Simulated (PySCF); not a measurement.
## Adding and removing an electron: SiPb

r²SCAN; basis Si def2-SVP, Pb def2-SVP with ECP60; scalar-relativistic core potentials; PySCF 2.14. Neutral (UKS): triplet (π ↑↑), Re = 2.605 Å, ωe = 315 cm⁻¹, De = 2.57 eV, HOMO -4.54 eV, LUMO -3.74 eV.

SiPb⁺ (UKS): quartet (σ ↑, π ↑↑), Re = 2.638 Å, ωe = 278 cm⁻¹. The energies at the minima are -482.26153 hartree for SiPb and -482.00086 for SiPb⁺.

Task: Work out the adiabatic ionisation energy, without and with harmonic zero-point energies (1 hartree = 27.2114 eV, 1 eV = 8065.5 cm⁻¹), and the change of the bond length.

Result: At r²SCAN: 0.26067 hartree = 7.093 eV between the minima; the zero-point term (278.0 − 315.0)/2 cm⁻¹ = -0.002 eV makes it 7.091 eV. Re changes by +3.3 pm against the neutral. The electron leaves a σ orbital, and the longer bond of the ion fits a bonding orbital, or a change in how ionic the bond is.

These are scalar-relativistic numbers at best; spin–orbit coupling would shift them, the dissociation energy most. States were picked by a PBE0 search and need not be the measured ground states.
